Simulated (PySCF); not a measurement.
Radial density of Mn¹⁴⁺ (manganese, charge +14)

revPBE, [Ne] 3s1, 2S determinant. All numbers are calculated (PySCF 2.14, the spin-free X2C one-electron Hamiltonian (Gaussian nucleus), in an even-tempered Gaussian basis (18 s from 0.93 bohr⁻², ratio 2.5; 11 p from 1.2 bohr⁻², ratio 2.5; 5 d from 5 bohr⁻², ratio 2.7; 4 f from 7.5 bohr⁻², ratio 2.7)).

| r (bohr) | 4πr²ρ (e/bohr) | 4πr²(ρα − ρβ) |
| --- | --- | --- |
| 0.000926 | 0.1545 | 0.0014 |
| 0.00156 | 0.3987 | 0.0037 |
| 0.00262 | 1.008 | 0.0094 |
| 0.00441 | 2.469 | 0.0231 |
| 0.00742 | 5.718 | 0.0530 |
| 0.0125 | 12.03 | 0.1092 |
| 0.0210 | 21.50 | 0.1829 |
| 0.0353 | 29.33 | 0.1989 |
| 0.0594 | 27.14 | 0.0586 |
| 0.0998 | 22.10 | 0.0607 |
| 0.168 | 30.30 | 0.5752 |
| 0.282 | 23.79 | 0.1372 |
| 0.475 | 5.117 | 0.9100 |
| 0.799 | 1.603 | 1.5377 |
| 1.34 | 0.08669 | 0.0866 |
| 2.26 | 0.0001953 | 0.0002 |

Densities and radii are taken from the X2C orbitals without a picture-change correction, which distorts them close to the nucleus.
